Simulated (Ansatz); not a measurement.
C2H2FSi (`[C]#C[SiH2]F`) radical at its PBE0-D4/def2-TZVP geometry, where that method's forces vanish. The species carries charge 0 and has multiplicity 2.

```xyz
6

C    -1.1665   -0.3820    2.1467
C    -0.5984   -0.2022    1.0914
Si    0.2788    0.1188   -0.4720
F    -0.0397   -1.0611   -1.4937
H     1.7341    0.1400   -0.2191
H    -0.2084    1.3865   -1.0533
```

Q: What forces (eV/Å) does PBE-D4/def2-TZVPP give on these atoms in the Gaussian-basis code of Ansatz? (Best estimate.)

A: The calculation gave: 
```
C1  -0.579 -0.184  1.075
C2   0.513  0.173 -0.938
Si3  0.069  0.308  0.299
F4  -0.123 -0.470 -0.417
H5   0.183  0.007  0.043
H6  -0.064  0.166 -0.063
```
